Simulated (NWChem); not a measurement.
System meant: CH$_{9}$GeN$_{3}$; SMILES [CH3][Ge]([NH2])([NH2])[NH2]

The following NWChem deck was run.

```
start job
memory heap 200 mb stack 900 mb global 1100 mb
geometry units angstroms noautoz
  C     -0.022054     1.855151     0.535515
  Ge    -0.000217    -0.013540     0.012245
  N      1.592634    -0.304421    -0.866446
  N      0.009589    -1.175818     1.416614
  N     -1.582351    -0.339756    -0.873351
  H     -0.029163     2.520316    -0.341503
  H      0.867575     2.083087     1.139696
  H     -0.917317     2.062659     1.138734
  H      1.669432    -1.189848    -1.359924
  H      1.882331     0.440324    -1.494634
  H      0.852663    -1.724702     1.542742
  H     -0.821671    -1.743259     1.538787
  H     -1.885782     0.398488    -1.502795
  H     -1.637340    -1.226665    -1.367153
end
basis spherical
  * library def2-svp
end
dft
  xc b3lyp
  iterations 4
  mulliken
end
task dft energy
```

End of the output:

```
    Atom       Charge   Shell Charges
 -----------   ------   -------------------------------------------------------
    1 C    6     6.21   1.96  0.58  0.33  1.88  1.40  0.05
    2 Ge  32    31.58   2.00  2.00  1.93  0.67  0.26  5.99  5.82  1.35  0.84  7.82  2.06  0.85
    3 N    7     7.23   1.97  0.72  0.45  2.23  1.83  0.03
    4 N    7     7.22   1.97  0.71  0.45  2.25  1.82  0.03
    5 N    7     7.23   1.97  0.72  0.45  2.23  1.83  0.03
    6 H    1     0.97   0.63  0.27  0.07
    7 H    1     0.96   0.63  0.27  0.07
    8 H    1     0.96   0.63  0.27  0.07
    9 H    1     0.95   0.60  0.22  0.13
   10 H    1     0.94   0.60  0.22  0.13
   11 H    1     0.94   0.60  0.22  0.13
   12 H    1     0.94   0.60  0.22  0.13
   13 H    1     0.94   0.60  0.22  0.13
   14 H    1     0.95   0.60  0.22  0.13

 center of mass
 --------------
 x =   0.00005062 y =  -0.02540998 z =   0.00753041

 moments of inertia (a.u.)
 ------------------
         558.757716452469           0.000000000000           0.000000000000
           0.000000000000         551.156293586195           0.000000000000
           0.000000000000           0.000000000000         623.776838232295

     Multipole analysis of the density
     ---------------------------------

     L   x y z        total         alpha         beta         nuclear
     -   - - -        -----         -----         ----         -------
     0   0 0 0     -0.000000    -34.000000    -34.000000     68.000000

     1   1 0 0      0.000269      0.000134      0.000134     -0.000000
     1   0 1 0     -0.115089     -0.057544     -0.057544      0.000000
     1   0 0 1     -0.905106     -0.452553     -0.452553      0.000000

     2   2 0 0    -34.092251   -107.839953   -107.839953    181.587655
     2   1 1 0     -0.012443      0.008849      0.008849     -0.030141
     2   1 0 1      0.000603      0.003393      0.003393     -0.006183
     2   0 2 0    -28.290556   -114.263687   -114.263687    200.236818
     2   0 1 1     -0.152141     -1.635469     -1.635469      3.118797
     2   0 0 2    -30.772708    -90.344070    -90.344070    149.915433

 ------------------------------------------------------------------------
 dft energy failed                                                                                  0
 ------------------------------------------------------------------------
 ------------------------------------------------------------------------
  current input line :
    27: task dft energy
 ------------------------------------------------------------------------
 ------------------------------------------------------------------------
 This type of error is most commonly associated with calculations not reaching convergence criteria
 ------------------------------------------------------------------------
 For more information see the NWChem manual at https://nwchemgit.github.io

0:dft energy failed:Received an Error in Communication
```

What is wrong, and how is it mended?

Convergence was not reached. Cause: the SCF was allowed too few iterations. This input runs:
```
start job
memory heap 200 mb stack 900 mb global 1100 mb
geometry units angstroms noautoz
  C     -0.022054     1.855151     0.535515
  Ge    -0.000217    -0.013540     0.012245
  N      1.592634    -0.304421    -0.866446
  N      0.009589    -1.175818     1.416614
  N     -1.582351    -0.339756    -0.873351
  H     -0.029163     2.520316    -0.341503
  H      0.867575     2.083087     1.139696
  H     -0.917317     2.062659     1.138734
  H      1.669432    -1.189848    -1.359924
  H      1.882331     0.440324    -1.494634
  H      0.852663    -1.724702     1.542742
  H     -0.821671    -1.743259     1.538787
  H     -1.885782     0.398488    -1.502795
  H     -1.637340    -1.226665    -1.367153
end
basis spherical
  C library def2-svp
  Ge library def2-svp
  N library def2-svp
  H library def2-svp
end
dft
  xc b3lyp
  iterations 150
  mulliken
end
task dft energy
```
It converges to -2284.45918 Ha (B3LYP/def2-SVP).
